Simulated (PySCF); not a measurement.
Be(Me)(NMe2) (C3H9BeN), SMILES [CH3][Be][N](C)C.

Coordinates come from a ωB97X-D3(BJ)/def2-SVP optimisation. The structure was generated by enumeration; whether it is a known compound was not checked. The values are those of a single conformer.

Two levels are set side by side: PBE/def2-TZVP (PySCF) and HF/def2-TZVP (PySCF). Same geometry, gas phase. Differences are taken from unrounded values.

```tsv
quantity	HF	PBE	PBE minus HF
orbital gap (eV)	10.94	4.39	-6.54
highest occupied level (eV)	-9.26	-4.91	4.35
lowest empty level (eV)	1.68	-0.52	-2.20
dipole moment (D)	0.63	0.71	0.08
mean polarisability (bohr³)	57.0	65.5	8.5
```

PBE's occupied levels lie high since its potential decays too fast outside the molecule; exact exchange lowers them and widens the gap. PBE's more diffuse valence density responds more strongly to a field. Differences between two approximate levels are no errors against the true value.

Rough cost on one machine, each run with all the roots and properties that it gave: HF against PBE about 1/4.
